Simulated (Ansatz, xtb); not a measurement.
## Two isomers of CH2B2ClF2

We compare a, `FB[CH]B(F)Cl`, a doublet, with b, `FB(F)[CH]BCl`, a doublet. Both are isolated molecules in the gas phase, relaxed with PBE0-D3(BJ)/def2-SVP; the shapes shown needn't be the lowest conformers.

a (Å):

```
atom    x (Å)    y (Å)   z (Å)
   C  -1.1842  -1.1766  1.7092
   B  -1.5760  -1.9439  3.0029
   B  -0.0698  -0.1065  1.6341
  Cl   0.3291   0.7089  0.1286
   F  -2.5496  -2.8410  2.9415
   F   0.6233   0.2309  2.7056
   H  -1.0424  -1.7721  4.0730
   H  -1.7326  -1.4087  0.7875
```

b (Å):

```xyz
8

C    -0.2824   -0.7559    3.2718
B    -1.3533   -1.7409    3.8155
B     0.4112   -0.7917    1.9007
Cl   -0.4116   -1.4423    0.4983
F    -1.6519   -2.8682    3.2010
F    -2.0006   -1.4834    4.9391
H     0.0184    0.0484    3.9570
H     1.5289   -0.3710    1.7323
```

Task: Estimate which is lower in electronic energy at CCSD(T)/def2-SVP + ΔMP2/def2-TZVPP, and by roughly how much.

Result: The CCSD(T)/def2-SVP + ΔMP2/def2-TZVPP calculation puts structure b lower, by 13.1 kJ/mol.

Level by level:

| level | geometry | E(b) − E(a) (kJ/mol) | departure from the last row (kJ/mol) | job, with rough time for the two |
| --- | --- | --- | --- | --- |
| GFN2-xTB | GFN2-xTB | −13.2 | −0.1 | optimisation, 0.26 s |
| HF/STO-3G | GFN2-xTB | +9.0 | +22.1 | single point, 0.44 s |
| r2SCAN-D4/def2-SVP | GFN2-xTB | −9.2 | +3.9 | single point, 3.9 s |
| PBE0-D3(BJ)/def2-SVP | PBE0-D3(BJ)/def2-SVP | −11.0 | +2.2 | optimisation, 75 s |
| HF/def2-SVP | PBE0-D3(BJ)/def2-SVP | −11.1 | +2.0 | part of the CCSD(T) run |
| MP2/def2-SVP | PBE0-D3(BJ)/def2-SVP | −11.5 | +1.6 | part of the CCSD(T) run |
| CCSD(T)/def2-SVP | PBE0-D3(BJ)/def2-SVP | −12.3 | +0.8 | single point |
| CCSD(T)/def2-SVP + ΔMP2/def2-TZVPP | PBE0-D3(BJ)/def2-SVP | −13.1 |  | single point, 51 s |

As drawn, both hold the same kinds of bond in the same numbers.

HF/STO-3G puts the two in the other order. The largest departure from CCSD(T)/def2-SVP + ΔMP2/def2-TZVPP is that of HF/STO-3G, 22.1 kJ/mol. The last row adds to CCSD(T) the change of the MP2 difference between the two basis sets, here −0.8 kJ/mol.

With harmonic frequencies from PBE0-D3(BJ)/def2-SVP (ideal gas, rigid rotor, one conformer each, 298.15 K, 1 atm): on the last row, ΔE + ΔZPE = −13.2 kJ/mol. A mode under 50 cm⁻¹ makes harmonic enthalpies and free energies unreliable, so none is given.

Open shells are spin-unrestricted. The correlated steps freeze 10 core orbitals. Programs: Ansatz 0.2.0, xtb 6.7.1; the last row on 2 threads of Intel(R) Xeon(R) Platinum 8488C (Sapphire Rapids) on a shared host.
